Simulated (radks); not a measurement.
Species: Nd41+. Configuration: [Ar] 4p1 (not the ground configuration). Method: scalar-relativistic Kohn-Sham, BLYP, spin-polarised, spherical densities, finite nucleus; open shells are filled with parallel spins first (spin-orbit coupling, left out, can overturn this in heavy ions); Fermi nuclear charge, rms radius 4.9123 fm; computed with a radial shooting solver on a logarithmic mesh with Libxc functionals.

Unscreened Slater integrals over Kohn-Sham orbitals (eV). They are taken over the spin-up orbitals.

| integral | value |
|---|---|
| F0(4p,4p) | 51.752 |
| F2(4p,4p) | 26.741 |
| F0(4p,3p) | 63.850 |
| F2(4p,3p) | 21.048 |
| G0(4p,3p) | 5.6925 |
| G2(4p,3p) | 6.8632 |
| F0(4p,3s) | 63.388 |
| G1(4p,3s) | 5.7884 |
| F0(4p,2p) | 74.400 |
| F2(4p,2p) | 11.596 |
| G0(4p,2p) | 3.9955 |
| G2(4p,2p) | 4.8130 |
| F0(3p,3p) | 101.88 |
| F2(3p,3p) | 51.123 |
| F0(3p,3s) | 100.38 |
| G1(3p,3s) | 65.013 |
| F0(3p,2p) | 134.94 |
| F2(3p,2p) | 34.320 |
| G0(3p,2p) | 13.669 |
| G2(3p,2p) | 15.084 |
| F0(3s,3s) | 99.195 |
| F0(3s,2p) | 129.99 |
| G1(3s,2p) | 13.380 |
| F0(2p,2p) | 282.15 |
| F2(2p,2p) | 133.89 |

Derived for the open shells (J is the average intra-shell exchange parameter used in DFT+U). 4p: J = F2/5 = 5.348 eV.
